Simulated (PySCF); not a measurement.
**Structure elucidation problem**

The spectra below were simulated for a compound C$_{5}$H$_{12}$OSi.

1H NMR (600 MHz, computed): δ 9.92 (d, 1H), 3.92 (d, 3H), 2.10 (m, 1H), 1.88 (m, 1H), 1.07 (d, 3H), 1.05 (d, 3H).

13C{1H} NMR (computed): δ 208.7 (CH), 52.8 (CH), 31.3 (CH), 27.8 (CH3), 23.8 (CH3).

One conformer, rapidly exchanging positions averaged, isolated molecule, non-relativistic. GFN2-xTB structure; shielding tensors at PBE0/pcSseg-1 (GIAO); PySCF 2.14.

References, each an isolated molecule treated in the same way: 1H and 13C against TMS.

Deduce the structure.

Answers


- The formula gives 1 degree of unsaturation (no ring in the answer).
- 5 carbon signals for 5 carbons: no two carbons are equivalent.
- Carbon types of the structure: 3 × CH, 2 × CH3, leaving 3 H on heteroatoms.
- δC 208.7: aldehyde carbonyl carbon; low-lying n→π* states of the double bond to the heteroatom give a large paramagnetic term (-272 ppm).
- δC 52.8: sp3 CH bonded to Si, α to a carbonyl; the adjacent C=O deshields it moderately.
- δC 31.3: sp3 CH; saturated and bonded to C and H only.
- δC 27.8, 23.8: methyl carbon; aliphatic region, no heteroatom directly attached.
- δH 9.92: hydrogen on an aldehyde carbonyl carbon; the C=O anisotropy and electron withdrawal place aldehyde protons far downfield.
- δH 1.88: hydrogen on an sp3 CH bonded to Si, α to a carbonyl; α to C=O.
- δH 1.07, 1.05: hydrogen on a methyl carbon; far from electronegative atoms and π systems.

The compound is SMILES CC(C)[C@H]([SiH3])C=O.

The data come from this structure; uniqueness wasn't tested.

Shifts are as computed. Against solution values, carbons near 30 ppm lie about +3 ppm off and those near 130 ppm about +5 ppm. Of 1211 compounds with measured shifts, 218 miss one by over three times the rms of a fit or turn the order of signals round; such compounds aren't used in these exercises. Multiplicities follow the n + 1 count of equivalent neighbours, as no J values were calculated; m marks all less simple cases, F and P coupling included.
